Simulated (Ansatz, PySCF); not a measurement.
Cd(Me)(Et) (C3H8Cd), SMILES [Cd]([CH2]C)[CH3].

Geometry: B3LYP-D3(BJ)/def2-SVP. The structure was generated by enumeration; whether it is a known compound was not checked. The def2 effective core potentials stand for the cores of Cd; spin–orbit coupling is left out. One conformer was computed; it need not be the lowest.

Vertical ionisation energy (IE) and electron affinity (EA) in eV. Rows of orbital energies are one-electron estimates. Where ΔSCF, EOM or ADC give a negative EA the extra electron is unbound and the value depends on the basis.

| level | IE | EA |
|---|---|---|
| −ε(HOMO), −ε(LUMO), PBE0/def2-TZVP (PySCF) | … | … |
| −ε(HOMO), −ε(LUMO), PBE/def2-TZVP (PySCF) | 5.43 | 0.83 |
| ΔSCF, PBE0/def2-SVPD (Ansatz), final states of multiplicity 2 and 2 | 8.37 | -1.09 |
| ΔSCF, PBE/def2-SVPD (Ansatz), final states of multiplicity 2 and 2 | 8.26 | -1.01 |

Task: Some entries are withheld; supply them. (The exact figures need the calculation; the answer reports its results.)

Result: 
- −ε(HOMO), −ε(LUMO), PBE0/def2-TZVP (PySCF), IE: 6.47
- −ε(HOMO), −ε(LUMO), PBE0/def2-TZVP (PySCF), EA: 0.14

Task: What vertical singlet–triplet gap does ΔSCF give with PBE0/def2-SVPD (Ansatz, a first-principles code) and with PBE/def2-SVPD (Ansatz)? (An estimate is asked for; the answer gives what the named calculation found.)

Result: 4.70 and 4.51 eV (triplet above singlet where positive).
